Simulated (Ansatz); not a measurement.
C2H5BrOSi, SMILES `Br[SiH]1CCO1`. Total charge 0; spin multiplicity 1. Geometry: relaxed with PBE0-D4/def2-TZVP.

```xyz
10

Br    2.447   -0.183   -1.710
Si    0.319    0.076   -1.151
C    -0.255   -0.826    0.376
C    -0.349    0.610    0.939
O     0.020    1.409   -0.217
H    -0.431    0.029   -2.426
H    -1.214   -1.336    0.297
H     0.464   -1.470    0.879
H     0.354    0.802    1.753
H    -1.355    0.888    1.259
```

Task: What is the dipole moment at ωB97M-V/def2-TZVPP? (Best estimate.)

Result: Computed: 2.43 D, with components (-1.54, -1.46, 1.17) D in this frame, pointing from negative to positive charge.

Task: And with PBE, r2SCAN, B3LYP? (Best estimate.)

Result: The calculation gave: PBE 2.31 D, r2SCAN 2.40 D, B3LYP 2.42 D.

Task: Give the Mulliken charges with ωB97M-V, B3LYP, r2SCAN in def2-TZVPP. (Best estimate.)

Result: Ansatz gave: 
```csv
atom,ωB97M-V,B3LYP,r2SCAN
Br1,-0.20,-0.23,-0.23
Si2,0.51,0.57,0.59
C3,-0.38,-0.32,-0.28
C4,0.04,0.07,0.18
O5,-0.38,-0.40,-0.41
H6,-0.03,-0.07,-0.09
H7,0.12,0.10,0.08
H8,0.12,0.10,0.07
H9,0.10,0.08,0.04
H10,0.10,0.09,0.04
```

B3LYP here is the variant with VWN-RPA as its local correlation; programs differ in this.
